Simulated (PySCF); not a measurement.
Correlation energy of Rh(2+) (rhodium, charge +2)

[Kr] 4d6 5s1, high-spin 6D determinant (an excited configuration). Calculation: PySCF 2.14, in ANO-RCC-VTZP; scalar relativity by spin-free X2C-1e. Frozen: [Kr]; 7 electrons correlated.

| level | correlation energy (mhartree) |
| --- | --- |
| CCSD | -138.24 |
| (T) | -2.84 |
| CCSD(T) | -141.08 |

Diagnostics: T1 = 0.0047, D1 = 0.0160, largest double amplitude 0.026.

Cost of the coupled-cluster step: of the order of 2.5 core-seconds, for 7 correlated electrons.

Iterations:

```
CC2 = 0
CCSD nocc = (np.int64(6), np.int64(1)), nmo = (50, 50)
frozen orbitals [[0, 1, 2, 3, 4, 5, 6, 7, 8, 9, 10, 11, 12, 13, 14, 15, 16, 17], [0, 1, 2, 3, 4, 5, 6, 7, 8, 9, 10, 11, 12, 13, 14, 15, 16, 17]]
max_cycle = 100
direct = 0
conv_tol = 1e-08
conv_tol_normt = 1e-06
diis_space = 8
diis_start_cycle = 0
Init t2, MP2 energy = -0.132320227965759
Init E_corr(UCCSD) = -0.132320227970559
cycle = 1  E_corr(UCCSD) = -0.137399238145025  dE = -0.00507901017  norm(t1,t2) = 0.0179013
cycle = 2  E_corr(UCCSD) = -0.138020154544383  dE = -0.000620916399  norm(t1,t2) = 0.00521346
cycle = 3  E_corr(UCCSD) = -0.138240696484555  dE = -0.00022054194  norm(t1,t2) = 0.00208714
cycle = 4  E_corr(UCCSD) = -0.13823149649817  dE = 9.19998639e-06  norm(t1,t2) = 0.000436318
cycle = 5  E_corr(UCCSD) = -0.138235621295427  dE = -4.12479726e-06  norm(t1,t2) = 7.05429e-05
cycle = 6  E_corr(UCCSD) = -0.138235752434767  dE = -1.3113934e-07  norm(t1,t2) = 1.41255e-05
cycle = 7  E_corr(UCCSD) = -0.138235635617723  dE = 1.16817044e-07  norm(t1,t2) = 3.31332e-06
cycle = 8  E_corr(UCCSD) = -0.138235632175437  dE = 3.44228573e-09  norm(t1,t2) = 8.18478e-07
UCCSD converged
E(UCCSD) = -4780.169927561836  E_corr = -0.1382356321754374
UCCSD(T) correction = -0.00284156444022892
```
